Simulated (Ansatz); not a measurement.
GeMe2 (C2H6Ge). Total charge 0; singlet. Geometry PBE-D4/def2-TZVP, basis def2-TZVP, Ansatz.

```xyz
9

Ge   -0.1487   -1.3337   -0.3878
C    -0.0794    0.3873   -1.4327
H     0.8975    0.8718   -1.2639
H    -0.8475    1.0849   -1.0588
H    -0.2213    0.2376   -2.5105
C     0.0733   -0.4569    1.4122
H    -0.7818    0.2184    1.5877
H     0.9795    0.1715    1.4187
H     0.1284   -1.1809    2.2351
```

| run | HOMO (eV) | LUMO (eV) |
| --- | --- | --- |
| A | -8.59 | 0.03 |
| B | -6.07 | -2.20 |
| C | -5.06 | -3.05 |
| D | -5.92 | -2.47 |
| E | -5.28 | -2.94 |
| F | -5.68 | -2.58 |

LC-ωPBE has ω = 0.4 bohr⁻¹. B3LYP takes the VWN-RPA correlation. HSE06 is defined as in plane-wave codes, on full-range PBE exchange.

Task: The runs used B3LYP, HSE06, LC-ωPBE, PBE, PBE0, r2SCAN. Estimate which is which.

Result: A LC-ωPBE (range-separated); B PBE0 (25 % exact exchange); C PBE (0 % exact exchange); D B3LYP (20 % exact exchange); E r2SCAN (0 % exact exchange); F HSE06 (range-separated). Exact exchange lowers occupied and raises empty levels; among semilocal functionals meta-GGAs tend to open the gap a little, and such runs are hard to tell apart. The gap grows from 2.01 eV (PBE) to 8.61 eV (LC-ωPBE).
